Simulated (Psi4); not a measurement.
# How methods differ on CH6GaN (SMILES C[NH][GaH2])

The species is CH6GaN (9 atoms), meant as a singlet with charge 0. As SMILES, `C[NH][GaH2]`. The shape was relaxed beforehand at PBE0/def2-TZVP.

Quantity: the dipole moment, in D. The values are calculated.

| level | kind | program | value (D) |
| --- | --- | --- | --- |
| PBE-D4/def2-TZVPP (density fitting) | GGA | Psi4 | 1.19 |
| r2SCAN-D4/def2-TZVPP (density fitting) | meta-GGA | Psi4 | 1.11 |
| B3LYP-D4/def2-TZVPP (density fitting) | global hybrid | Psi4 | 1.03 |
| PBE0-D4/def2-TZVPP (density fitting) | global hybrid | Psi4 | 0.98 |
| wB97M-V/def2-TZVPP (density fitting) | range-separated hybrid | Psi4 | 0.90 |

All-electron rows without a relativistic Hamiltonian named are non-relativistic. The values span 0.90 to 1.19 D. Magnitudes only.
